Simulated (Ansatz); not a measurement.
`O[B]([SeH])[SnH3]` + NH₃ → `NB(O)[SeH]` + `[SnH4]`  (cleavage of the B–Sn bond)

Computed with Ansatz on PBE0-D4/def2-TZVP structures; ΔE is electronic, products minus reactants. CCSD(T)/CBS adds triple-zeta CCSD(T) − MP2 to the extrapolated MP2 energy (def2 sets, frozen cores). This one scheme is used for every species. DFT in def2-TZVPP. Elements past krypton have def2 core potentials. For Se, Sn outer-core shells are correlated without core-valence functions, which leaves a few kJ/mol of doubt a bond. Scalar relativity is left out up to krypton. Each species was taken in one conformer, which may not be the lowest.

```tsv
level	ΔE (kcal/mol)
CAM-B3LYP-D4	-26.0
CCSD(T)/def2-SVP	-26.5
```

What does CCSD(T)/CBS give? (Best estimate.)

The calculation gave: -21.2 kcal/mol. The listed levels differ from it by -4.8, -5.3 kcal/mol.

Largest T1 diagnostic among the species: 0.013.

From BLYP to BHLYP (50 % exact exchange), in def2-TZVPP and without D4, ΔE moves by −4.2 kcal/mol. Leaving LDA and LC-ωPBE aside and taking each functional with its dispersion term where it has one, the values, not all of them listed here, spread over 5.2 kcal/mol, from CAM-B3LYP-D4 to PBE-D4. LDA lies −2.8 kcal/mol from PBE without D4. The D4 term adds +0.8 kcal/mol with B3LYP and +0.5 kcal/mol with PBE0; it sums over pairs of atoms, weighted by their polarisabilities, and B3LYP, whose exchange is more repulsive, gets the larger term.

CCSD(T)/CBS has its own doubt, a few kJ/mol and more with outer-core shells, so smaller differences from it don't rank the levels.

B3LYP here is the variant with VWN-RPA as its local correlation; programs differ in this.
